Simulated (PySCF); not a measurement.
## `CO[C@@H]1CO[C@H](C)C1`, C6H12O2

Geometry (Å), atoms numbered from 1 in this order:
```xyz
20

C    -2.5471   -0.1689   -0.8563
O    -1.1968   -0.5400   -0.7570
C    -0.6613   -0.4298    0.5446
C    -0.3128    1.0319    0.9269
O     1.0539    1.0606    1.2675
C     1.7040    0.0133    0.5656
C     2.0631    0.4123   -0.8656
C     0.6964   -1.1443    0.5912
H    -2.8374   -0.3441   -1.8904
H    -2.7012    0.8877   -0.6091
H    -3.1727   -0.7790   -0.1924
H    -1.3718   -0.8647    1.2626
H    -0.8740    1.3963    1.7899
H    -0.5109    1.6863    0.0664
H     2.6146   -0.2074    1.1309
H     2.5947    1.3607   -0.8613
H     1.1608    0.5096   -1.4636
H     2.6985   -0.3482   -1.3112
H     0.7903   -1.7165    1.5125
H     0.8045   -1.8052   -0.2646
```

Theory: PySCF, GIAO PBE/pcSseg-1 magnetisability, rotational g tensor and spin-rotation constants, non-relativistic, gas phase. Geometry: GFN2-xTB.

Task: What are the magnetisability and the molar susceptibility?

Result: Isotropic -1287 × 10⁻³⁰ J/T², or -77.5 × 10⁻⁶ cm³/mol; principal values -1355, -1301, -1205 × 10⁻³⁰ J/T², anisotropy 132 × 10⁻³⁰ J/T² (root of half the summed squared differences of the principal values). The susceptibility is in cgs units.

Task: Split it along the inertial axes a, b, c into diamagnetic and paramagnetic parts about the centre of mass, with the quadrupole moment.

Result: 
| axis | χ (10⁻⁶ cm³/mol) | diamagnetic (10⁻⁶ cm³/mol) | paramagnetic (10⁻⁶ cm³/mol) | summed x² of all electrons (Å²) | quadrupole Θ (D Å) |
| --- | --- | --- | --- | --- | --- |
| a | -80.4 | -464.9 | 384.5 | 178.1 | +2.86 |
| b | -77.0 | -954.2 | 877.1 | 62.8 | -3.23 |
| c | -75.0 | -1021.8 | 946.7 | 46.8 | +0.37 |

Anisotropies 2χaa − χbb − χcc = -8.7 and 2χbb − χaa − χcc = +1.4 × 10⁻⁶ cm³/mol. Θ is traceless in Buckingham's convention.

Task: And the rotational g tensor?

Result: 
| axis | rotational constant (GHz) | g | nuclear part | electronic part |
| --- | --- | --- | --- | --- |
| a | 3.5871 | -0.0163 | 0.6317 | -0.6480 |
| b | 1.4753 | -0.0065 | 0.6014 | -0.6079 |
| c | 1.3538 | -0.0086 | 0.5935 | -0.6021 |

Asymmetric top; isotopes 12C, 1H, 16O; no vibrational averaging.
